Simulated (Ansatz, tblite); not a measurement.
Removing and adding an electron: arachno-B4H10 (B₄H₁₀). Total charge 0; singlet. Geometry: PBE0-D4/def2-SVP. Ansatz, gas phase; energy differences of separate SCF runs; the oxidised species was run as a doublet alone; the reduced species was run as a doublet alone.

```csv
atom,x (Å),y (Å),z (Å)
B1,0.044,0.029,-1.432
B2,0.913,-0.382,0.141
B3,-0.126,0.627,1.282
B4,-0.789,-0.608,0.084
H5,0.180,-0.775,-2.319
H6,1.563,-1.356,0.397
H7,-0.118,0.272,2.434
H8,-1.180,-1.719,0.305
H9,1.345,0.206,-0.902
H10,-1.290,-0.143,-0.990
H11,1.233,0.600,0.886
H12,-1.402,0.251,0.797
H13,-0.100,1.193,-1.729
H14,-0.274,1.805,1.045
```

The xTB rows come from tblite. HOMO above LUMO, or a gap near zero within one spin, warns that the state may not be the lowest or that an electron is smeared out.

| level | −HOMO (eV) | vertical IE (eV) | −LUMO (eV) | vertical EA (eV) | HOMO–LUMO gap (eV) | IE − EA (eV) | remarks |
| --- | --- | --- | --- | --- | --- | --- | --- |
| GFN1-xTB | 11.86 | 14.83 | 4.00 | 0.91 | 7.86 | 13.91 | – |
| PBE-D4/def2-TZVP | 7.89 | 10.83 | 0.86 | – | 7.02 | – | gap within one spin near zero (+1 doublet) |
| PBE0-D4/def2-TZVP | 9.15 | 11.22 | -0.09 | – | 9.24 | – | – |
| PBE0-D4/def2-TZVPD | 9.15 | – | 0.04 | -0.89 | 9.11 | – | HOMO above zero (-1 doublet) |

(1) Estimate the rows for GFN2-xTB, PBE-D4/def2-TZVPD, r2SCAN-D4/def2-TZVP, r2SCAN-D4/def2-TZVPD.

## Answers

(1) 
```json
{"level": "GFN2-xTB", "−HOMO (eV)": "9.98", "vertical IE (eV)": "13.05", "−LUMO (eV)": "3.18", "vertical EA (eV)": "0.10", "HOMO–LUMO gap (eV)": "6.80", "IE − EA (eV)": "12.94", "remarks": "–"}
{"level": "PBE-D4/def2-TZVPD", "−HOMO (eV)": "7.89", "vertical IE (eV)": "–", "−LUMO (eV)": "0.87", "vertical EA (eV)": "-0.76", "HOMO–LUMO gap (eV)": "7.01", "IE − EA (eV)": "–", "remarks": "HOMO above zero (-1 doublet), gap within one spin near zero (-1 doublet)"}
{"level": "r2SCAN-D4/def2-TZVP", "−HOMO (eV)": "8.18", "vertical IE (eV)": "10.99", "−LUMO (eV)": "0.55", "vertical EA (eV)": "–", "HOMO–LUMO gap (eV)": "7.63", "IE − EA (eV)": "–", "remarks": "–"}
{"level": "r2SCAN-D4/def2-TZVPD", "−HOMO (eV)": "8.18", "vertical IE (eV)": "–", "−LUMO (eV)": "0.59", "vertical EA (eV)": "-0.93", "HOMO–LUMO gap (eV)": "7.58", "IE − EA (eV)": "–", "remarks": "HOMO above zero (-1 doublet)"}
```

   A HOMO above zero means that the electron is unbound at that level or that self-interaction error raises the level; the energy of removing that electron tells which. Raw xTB energy differences between charge states are shifted by several eV; the methods need an empirical correction for them. A negative affinity means that the extra electron isn't bound; its size then hangs on the basis.
